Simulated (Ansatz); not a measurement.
`BC([SiH3])B[SiH3]` + `N[SiH](O)F` → `O[SiH](F)N[SiH3]` + `BC(B)[SiH3]`  (cleavage of the Si–B bond)

Calculated with Ansatz (gas phase, PBE0-D4/def2-TZVP geometries, no zero-point term in ΔE). CBS: MP2 limit from def2 TZ/QZ plus the TZ coupled-cluster correction, frozen cores. This one scheme is used for every species. DFT in def2-TZVPP. One conformer a species, not always the lowest.

`BC([SiH3])B[SiH3]`:

```xyz
15

B    -0.717    0.506   -1.703
C     0.136    1.095   -0.580
Si   -0.878    1.062    1.040
B     1.123    0.104    0.083
Si    0.806   -1.886    0.286
H    -0.913    1.118   -2.713
H    -1.181   -0.593   -1.591
H     0.509    2.112   -0.711
H    -0.002    0.557    2.146
H    -2.069    0.190    0.950
H    -1.245    2.461    1.362
H     2.170    0.534    0.481
H     1.323   -2.558   -0.943
H     1.559   -2.429    1.450
H    -0.623   -2.275    0.444
```

`N[SiH](O)F`:

Z-matrix (Å, degrees):
```
Si
O 1 1.629
F 1 1.596 2 112.6
N 1 1.699 2 110.7 3 116.3
H 1 1.474 2 104.5 3 -115.6
H 2 0.959 1 117.0 3 -71.5
H 4 1.007 1 120.5 2 -153.1
H 4 1.006 1 121.6 2 56.5
```

`O[SiH](F)N[SiH3]`:

Z-matrix (Å, degrees):
```
Si
F 1 1.597
N 1 1.705 2 103.7
O 1 1.628 2 111.6 3 122.1
H 1 1.472 2 108.1 3 -123.2
Si 3 1.737 1 128.4 2 -10.9
H 3 1.010 1 116.4 2 172.6
H 4 0.959 1 118.2 2 -67.5
H 6 1.486 3 112.2 1 73.5
H 6 1.484 3 111.0 1 -47.7
H 6 1.486 3 106.9 1 -167.4
```

`BC(B)[SiH3]`:

```xyz
12

B     1.457    0.593    0.608
C    -0.054    0.627    0.365
B    -0.833   -0.491    1.086
Si   -0.376   -0.239   -1.308
H     2.067    1.603    0.814
H     2.039   -0.453    0.616
H    -0.537    1.605    0.341
H    -1.921   -0.287    1.539
H    -0.354   -1.587    1.170
H     0.761   -1.089   -1.726
H    -0.655    0.815   -2.312
H    -1.594   -1.097   -1.193
```

```
             level  ΔE (eV)
            PBE-D4    -0.50
CCSD(T)/def2-TZVPP    -0.70
    MP2/def2-QZVPP    -0.77
     MP2/CBS(def2)    -0.76
```

Q: What does CCSD(T)/CBS give? (Estimate.)

A: Computed: -0.70 eV. The listed levels differ from it by 0.20, 0.00, -0.07, -0.06 eV.

Largest T1 diagnostic among the species: 0.013.

From PBE to PBE0 (25 % exact exchange), in def2-TZVPP and without D4, ΔE moves by −0.07 eV. The D4 term adds +0.05 eV with B3LYP and +0.03 eV with PBE0; it sums over pairs of atoms, weighted by their polarisabilities, and B3LYP, whose exchange is more repulsive, gets the larger term. In def2-TZVPP, CCSD(T) changes the Hartree–Fock value by +0.27 eV (the triples alone add +0.04 eV) and MP2 by +0.21 eV.

B3LYP here is the variant with VWN-RPA as its local correlation; programs differ in this.
